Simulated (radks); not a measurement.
Values are calculated unless marked as measured or tabulated.
Question: All-electron atom: Pd II in [Kr] 4d9. Level of theory: scalar-relativistic Kohn-Sham, PBE, spin-unpolarised, spherical densities, finite nucleus; Fermi nuclear charge, rms radius 4.5318 fm (a radial shooting solver on a logarithmic mesh with Libxc functionals). Some entries of the table are withheld. Estimate them.

orbital  occ.  eigenvalue (hartree)  <1/r> (bohr^-1)  <r> (bohr)
1s          2             -888.4735            48.23     0.03185
2s          2             -130.0755              (1)      0.1383
2p          6             -116.6644            10.58      0.1206
3s          2             -23.79303            3.827      0.3793
3p          6             -19.38420            3.645      0.3787
3d         10             -12.38125              (2)      0.3576
4s          2              -3.55282            1.455      0.9455
4p          6              -2.29557            1.303       1.040
4d          9              -0.53706           0.9297       1.461

Answer: 
(1) 2s <1/r> (bohr^-1): 10.94
(2) 3d <1/r> (bohr^-1): 3.419
